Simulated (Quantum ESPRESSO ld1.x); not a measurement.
Problem. Radial electron density D(r) = 4 pi r^2 rho(r) of an atom or ion with 21 electrons. All-electron calculation, scalar-relativistic Kohn-Sham, PBE, spin-unpolarised, spherical densities, point nucleus. Program: ld1.x of Quantum ESPRESSO 7.5.

```
   r/bohr * D(r) (the largest magnitude, 26.3, reaches the edge; | marks zero)
 0.004117 | *
 0.004717 |  *
 0.005404 |   *
 0.006192 |    *
 0.007094 |     *
 0.008127 |       *
 0.009311 |         *
  0.01067 |           *
  0.01222 |              *
    0.014 |                 *
  0.01604 |                     *
  0.01838 |                         *
  0.02089 |                             *
  0.02393 |                                  *
  0.02742 |                                       *
  0.03141 |                                           *
  0.03599 |                                               *
  0.04123 |                                                 *
  0.04724 |                                                   *
  0.05412 |                                                   *
  0.06201 |                                                 *
  0.07104 |                                              *
  0.08139 |                                           *
  0.09325 |                                        *
   0.1068 |                                      *
   0.1224 |                                     *
   0.1402 |                                        *
   0.1607 |                                            *
   0.1841 |                                                *
   0.2109 |                                                     *
   0.2416 |                                                      *
   0.2768 |                                                    *
   0.3171 |                                              *
   0.3633 |                                     *
   0.4162 |                           *
   0.4769 |                   *
   0.5463 |               *
   0.6259 |              *
   0.7171 |               *
   0.8216 |                 *
   0.9413 |                  *
    1.078 |                 *
    1.236 |              *
    1.415 |          *
    1.609 |      *
    1.843 |    *
    2.112 |  *
    2.419 | *
    2.772 | *
    3.176 | *
    3.638 |*
    4.168 |*
    4.775 |*
    5.471 *
    6.268 *
    7.181 *
    8.227 *
    9.426 *
     10.8 *
    12.37 *
```

What is the nuclear charge?

Solution. Z = 21. The innermost maximum, from 1s, lies near gamma/Z bohr with gamma = sqrt(1 - (Z/c)^2) = 0.988, here 0.0471 bohr (found: 0.0504), and its height grows with Z. The density is that of neutral scandium in [Ar] 3d1 4s2; the configuration itself is not fixed sharply by these data, and Z only to about a unit. D(r) has 3 maxima, at r = 0.0504, 0.240, 0.934 bohr, and minima at 0.116, 0.611 bohr, inside which lie 2.15, 10.39 electrons.
